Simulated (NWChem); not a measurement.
The numbers come from NWChem runs, not from measurements. System: Ge (+1), charge 1, spin multiplicity 2. Its SCF solution wasn't tested for a lower state. Level: UCAM-B3LYP/def2-TZVP.

The NWChem input:

```
start mol
memory heap 200 mb stack 900 mb global 1100 mb
charge 1
geometry units angstroms nocenter noautoz
  Ge     0.000000     0.000000     0.000000
  symmetry group D2h
end
basis spherical
  * library def2-tzvp
end
dft
  xc xcamb88 1.00 lyp 0.81 vwn_5 0.19 hfexch 1.00
  cam 0.33 cam_alpha 0.19 cam_beta 0.46
  odft
  mult 2
  direct
  iterations 100
end
task dft energy
```

Output (cleaned and shortened):

```
             Northwest Computational Chemistry Package (NWChem) 7.3.0
             --------------------------------------------------------

                                NWChem Input Module
                                -------------------

 Scaling coordinates for geometry "geometry" by  1.889725989
 (inverse scale =  0.529177249)

                             Geometry "geometry" -> ""
                             -------------------------

 Output coordinates in angstroms (scale by  1.889725989 to convert to a.u.)

  No.       Tag          Charge          X              Y              Z
 ---- ---------------- ---------- -------------- -------------- --------------
    1 Ge                  32.0000     0.00000000     0.00000000     0.00000000

 Effective nuclear repulsion energy (a.u.)       0.0000000000

            Nuclear Dipole moment (a.u.)
            ----------------------------
        X                 Y               Z
 ---------------- ---------------- ----------------
     0.0000000000     0.0000000000     0.0000000000

      Symmetry information
      --------------------

 Group name             D2h
 Group number             26
 Group order               8
 No. of unique centers     1

      Symmetry unique atoms

     1


 Summary of "ao basis" -> "" (spherical)
 ------------------------------------------------------------------------------
       Tag                 Description            Shells   Functions and Types
 ---------------- ------------------------------  ------  ---------------------
 *                         def2-tzvp                  on all atoms

                                 NWChem DFT Module
                                 -----------------

 Summary of "ao basis" -> "ao basis" (spherical)
 ------------------------------------------------------------------------------
       Tag                 Description            Shells   Functions and Types
 ---------------- ------------------------------  ------  ---------------------
 Ge                        def2-tzvp                16       48   6s5p4d1f

 Summary of "ao basis" -> "ao basis" (spherical)
[...]
  ----- ------------  ---------------      ----- ------------  ---------------
    22      0.903508  1 Ge d -2              27      0.194060  1 Ge d -2

 Vector   14  Occ=1.000000D+00  E=-1.621370D+00  Symmetry=ag
              MO Center= -1.5D-14,  2.4D-14, -1.1D-14, r^2= 1.9D-01
   Bfn.  Coefficient  Atom+Function         Bfn.  Coefficient  Atom+Function
  ----- ------------  ---------------      ----- ------------  ---------------
    26      0.782831  1 Ge d  2              24      0.451968  1 Ge d  0
    31      0.167265  1 Ge d  2              29      0.096570  1 Ge d  0

 Vector   15  Occ=1.000000D+00  E=-7.931942D-01  Symmetry=ag
              MO Center= -1.0D-16,  1.5D-16, -7.7D-17, r^2= 1.4D+00
   Bfn.  Coefficient  Atom+Function         Bfn.  Coefficient  Atom+Function
  ----- ------------  ---------------      ----- ------------  ---------------
     5      0.825530  1 Ge s                  6      0.380864  1 Ge s
     4     -0.352023  1 Ge s                  3     -0.276635  1 Ge s
     2      0.122352  1 Ge s                  1     -0.038347  1 Ge s

 Vector   16  Occ=0.000000D+00  E=-3.344981D-01  Symmetry=b3u
              MO Center=  1.9D-15,  9.1D-28,  6.4D-19, r^2= 2.4D+00
   Bfn.  Coefficient  Atom+Function         Bfn.  Coefficient  Atom+Function
  ----- ------------  ---------------      ----- ------------  ---------------
    16      0.564084  1 Ge px                19      0.561273  1 Ge px
    10     -0.236320  1 Ge px                 7      0.090457  1 Ge px
    13     -0.053130  1 Ge px

 Vector   17  Occ=0.000000D+00  E=-3.344981D-01  Symmetry=b1u
              MO Center=  1.1D-18,  7.1D-28,  1.5D-15, r^2= 2.4D+00
   Bfn.  Coefficient  Atom+Function         Bfn.  Coefficient  Atom+Function
  ----- ------------  ---------------      ----- ------------  ---------------
    18      0.564084  1 Ge pz                21      0.561273  1 Ge pz
    12     -0.236320  1 Ge pz                 9      0.090457  1 Ge pz
    15     -0.053130  1 Ge pz

 Vector   18  Occ=0.000000D+00  E=-3.004817D-01  Symmetry=b2u
              MO Center= -4.5D-13,  3.4D-15,  4.5D-13, r^2= 2.5D+00
   Bfn.  Coefficient  Atom+Function         Bfn.  Coefficient  Atom+Function
  ----- ------------  ---------------      ----- ------------  ---------------
    20      0.599306  1 Ge py                17      0.522192  1 Ge py
    11     -0.229869  1 Ge py                 8      0.087629  1 Ge py
    14     -0.046410  1 Ge py

   alpha - beta orbital overlaps
   -----------------------------

   alpha      1      2      3      4      5      6      7      8      9     10
    beta      1      2      3      4      5      6      7      8      9     11
 overlap   1.000  1.000  1.000  1.000  1.000  1.000  1.000  1.000  1.000  1.000

   alpha     11     12     13     14     15     16     17     18     19     20
    beta     10     12     13     14     15     18     17     16     21     22
 overlap   1.000  1.000  1.000  1.000  0.999  0.995  1.000  1.000  0.999  0.999

   alpha     21     22     23     24     25     26     27     28     29     30
    beta     23     20     19     24     27     26     25     29     28     30
 overlap   0.906  1.000  1.000  0.908  0.995  1.000  1.000  1.000  1.000  0.999

   alpha     31     32     33     34     35     36     37     38     39     40
    beta     31     32     33     34     36     35     37     38     39     41
 overlap   0.999  0.999  1.000  1.000  1.000  1.000  1.000  1.000  1.000  1.000

   alpha     41     42     43     44     45     46     47     48
    beta     40     43     42     44     45     46     47     48
 overlap   1.000  1.000  1.000  1.000  1.000  1.000  1.000  1.000

     --------------------------
     Expectation value of S2:
     --------------------------
      <S2> =      0.7527 (Exact =     0.7500)

 Task  times  cpu:        5.1s     wall:        5.1s

 Total times  cpu:        5.1s     wall:        5.1s
```
